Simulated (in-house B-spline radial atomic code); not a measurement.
# TDHF excitations of Ge⁴⁺

Method: TDHF. Computed with an all-electron radial atomic-structure program (B-spline basis): linear response of the closed shell [Ar] 3d10 with bare exchange (time-dependent Hartree-Fock); non-relativistic, point nucleus, no spin-orbit coupling, no double excitations, S, P, D and F terms only. Only terms of natural parity with L up to 3 were computed.

Without relativity these are model numbers for so heavy an element.

Command:
```bash
python run_td.py task.json out
```
Settings (radii: box in bohr, nucleus in fm):
```
Z                        32
electrons                28
configuration            [Ar] 3d10
hamiltonian              nr
method                   hf
box_radius               19.1
intervals                54
```

Time taken, with all properties: 0.6 s on 1 thread of Intel(R) Xeon(R) 6975P-C (Granite Rapids), on a shared host.

The lowest states, in the order of their Tamm-Dancoff energies; the method's threshold (minus the highest occupied level) is 93.03 eV. Labels give the largest channel, * marks a mixed state, and oscillator strengths are full-response dipole values. Energies in eV:

```json
{"state": "3d → 4s 3D", "full response": "32.09", "Tamm-Dancoff": "32.13", "oscillator strength": "-"}
{"state": "3d → 4s 1D", "full response": "32.94", "Tamm-Dancoff": "32.96", "oscillator strength": "-"}
{"state": "3d → 4p 3P", "full response": "?", "Tamm-Dancoff": "?", "oscillator strength": "-"}
{"state": "3d → 4p 3F", "full response": "43.19", "Tamm-Dancoff": "43.24", "oscillator strength": "-"}
{"state": "3d → 4p 1F", "full response": "43.75", "Tamm-Dancoff": "43.77", "oscillator strength": "-"}
{"state": "3d → 4p 1P", "full response": "44.48", "Tamm-Dancoff": "44.56", "oscillator strength": "0.564"}
{"state": "3d → 4d 3S", "full response": "58.16", "Tamm-Dancoff": "58.28", "oscillator strength": "-"}
{"state": "3d → 4d 3D", "full response": "59.57", "Tamm-Dancoff": "59.61", "oscillator strength": "-"}
{"state": "3d → 4d 1D", "full response": "60.21", "Tamm-Dancoff": "60.22", "oscillator strength": "-"}
{"state": "3d → 5s 3D", "full response": "63.60", "Tamm-Dancoff": "63.61", "oscillator strength": "-"}
{"state": "3d → 5s 1D", "full response": "63.80", "Tamm-Dancoff": "63.81", "oscillator strength": "-"}
{"state": "3d → 4d 1S", "full response": "?", "Tamm-Dancoff": "?", "oscillator strength": "-"}
{"state": "3d → 5p 3P", "full response": "67.36", "Tamm-Dancoff": "67.37", "oscillator strength": "-"}
{"state": "3d → 5p 3F", "full response": "67.57", "Tamm-Dancoff": "67.58", "oscillator strength": "-"}
{"state": "3d → 5p 1F", "full response": "67.74", "Tamm-Dancoff": "67.74", "oscillator strength": "-"}
{"state": "3d → 5p 1P", "full response": "67.90", "Tamm-Dancoff": "67.92", "oscillator strength": "0.0622"}
{"state": "3d → 4f 3P", "full response": "71.22", "Tamm-Dancoff": "71.22", "oscillator strength": "-"}
{"state": "3d → 4f 3F", "full response": "71.53", "Tamm-Dancoff": "71.54", "oscillator strength": "-"}
{"state": "3d → 4f 1F", "full response": "71.59", "Tamm-Dancoff": "71.59", "oscillator strength": "-"}
{"state": "3d → 4f 1P", "full response": "71.67", "Tamm-Dancoff": "71.70", "oscillator strength": "0.489"}
{"state": "3d → 5d 3S", "full response": "73.38", "Tamm-Dancoff": "73.42", "oscillator strength": "-"}
{"state": "3d → 5d 3D", "full response": "73.90", "Tamm-Dancoff": "73.91", "oscillator strength": "-"}
```

Task: Where does 3d → 4p 3P lie?

Result: At 42.52 eV in full response, 42.58 eV in Tamm-Dancoff.

Task: Where does 3d → 4d 1S lie?

Result: At 63.70 eV in full response, 64.18 eV in Tamm-Dancoff.

Task: How large is the singlet-triplet splitting of 3d → 4s (D terms) in Tamm-Dancoff?

Result: 0.823 eV, from the unrounded values.

Task: What polarisabilities and dispersion coefficient does the method give?

Result: Dipole 0.7431 bohr³, quadrupole 1.027 bohr⁵, C6 1.397 hartree·bohr⁶ for two such species.
